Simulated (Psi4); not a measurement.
hydrogen cyanide (CHN), singlet, geometry from GFN2-xTB. Base run: B3LYP/3-21G in Psi4.

Here is a job for Psi4.
```
memory 2 GB

molecule mol {
0 1
  C    -0.000000   -0.000000   -0.493219
  N     0.000000    0.000000    0.644429
  H    -0.000000   -0.000000   -1.551687
}

set basis 3-21g
set reference rks

energy('b3lyp')
print_variables()
```

The base run was repeated with changes; each row names its change, and settings that it needs were set with it.

```csv
change,basis functions,E (Eh),dipole (D)
base,20,-92.90637,2.72
basis = STO-3G,11,-92.19711,2.32
basis = def2-SV(P),30,-93.34793,2.83
basis = 6-31G*,32,-93.42158,2.89
basis = def2-SVP,(withheld),(withheld),(withheld)
basis = 6-31G**,(withheld),(withheld),(withheld)
basis = 6-31+G*,40,-93.42752,3.07
basis = 6-311G**,42,-93.45169,2.93
basis = def2-TZVP,68,-93.46403,3.02
basis = pcseg-2,74,-93.46427,3.04
basis = def2-TZVPD,(withheld),(withheld),3.03
basis = cc-pVQZ,140,-93.46847,3.01
basis = def2-QZVP,(withheld),(withheld),3.03
```

Task: Fill in the missing entries.

Result: 
- basis = def2-SVP, basis functions: 33
- basis = def2-SVP, E (Eh): -93.35102
- basis = def2-SVP, dipole (D): 2.82
- basis = 6-31G**, basis functions: 35
- basis = 6-31G**, E (Eh): -93.42355
- basis = 6-31G**, dipole (D): 2.88
- basis = def2-TZVPD, basis functions: 83
- basis = def2-TZVPD, E (Eh): -93.46436
- basis = def2-QZVP, basis functions: 144
- basis = def2-QZVP, E (Eh): -93.47020

Totals compare only among sets that treat the same electrons; sets with core potentials leave the core out.
